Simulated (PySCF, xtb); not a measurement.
H₄SZr, SMILES [SH][ZrH3], multiplicity 1.

Harmonic wavenumbers (cm⁻¹) from GFN2-xTB in xtb 6.7.1 at its own minimum, in rising order: 73, 283, 357, 408, 419, 511, 564, 596, 1224, 1231, 1279, 2328.

**Question.** What does PBE-D3(BJ)/def2-TZVP run with PySCF give at its own minimum? (An estimate is asked for; the answer gives what the named calculation found.)

**Answer.** 125, 245, 340, 360, 502, 534, 606, 633, 1631, 1638, 1672, 2514. Paired by order, the mean absolute difference is 145 cm⁻¹ and the zero-point energies are 13.3 and 15.4 kcal/mol.
